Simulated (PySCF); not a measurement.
In(Cl)2(SeH) (Cl2HInSe), SMILES [In]([SeH])([Cl])[Cl].

Geometry: B3LYP-D3(BJ)/def2-SVP. The structure was generated by enumeration; whether it is a known compound was not checked. The def2 effective core potentials stand for the cores of In; spin–orbit coupling is left out. The values are those of a single conformer.

Method: TDA-PBE/def2-SVPD in PySCF.

Vertical excitations. The molecule is in vacuum. State labels are in the subgroup Cs.

```tsv
state	symmetry	energy (eV)	λ (nm)	f	main pairs
S1	A"	3.21	386	0.006	HOMO→LUMO 100 %
S2	A'	4.16	298	0.011	HOMO−2→LUMO 89 %
S3	A"	4.22	293	0.000	HOMO−3→LUMO 100 %
S4	A'	4.23	293	0.029	HOMO−1→LUMO 71 %, HOMO→LUMO+1 16 %
S5	A"	4.60	270	0.018	HOMO−4→LUMO 99 %
S6	A'	4.69	265	0.027	HOMO→LUMO+1 62 %, HOMO−5→LUMO 31 %
S7	A"	5.32	233	0.002	HOMO−1→LUMO+1 96 %
S8	A"	5.34	232	0.000	HOMO−2→LUMO+1 98 %
S9	A'	5.49	226	0.005	HOMO−3→LUMO+1 69 %, HOMO−6→LUMO 29 %
S10	A"	5.50	225	0.012	HOMO→LUMO+2 98 %
T1	A"	2.87	432	0	HOMO→LUMO 100 %
T2	A'	3.73	332	0	HOMO−1→LUMO 95 %
T3	A'	3.85	322	0	HOMO−2→LUMO 98 %
T4	A"	3.97	312	0	HOMO−3→LUMO 100 %
```
Triplets are in the Tamm–Dancoff approximation.
